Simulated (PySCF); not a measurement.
## Correlation energy of H⁻ (hydrogen, charge -1)

1s2, closed-shell 1S. All numbers are calculated (PySCF 2.14, no relativity, point nucleus, in dyall-av3z (10s3p2d, 29 functions)). Frozen: nothing; 2 electrons correlated; the 3 highest virtual orbitals of each spin left out.

With two correlated electrons CCSD is exact within the correlated space (frozen core and kept virtual orbitals).

| level | correlation energy (mhartree) |
| --- | --- |
| CCSD | -39.20 |

Diagnostics: T1 = 0.032, D1 = 0.0454, largest double amplitude 0.109.

T1 exceeds 0.03, a sign that the reference determinant is poor.

Cost of the coupled-cluster step: roughly 0.06 core-seconds, for 2 correlated electrons.
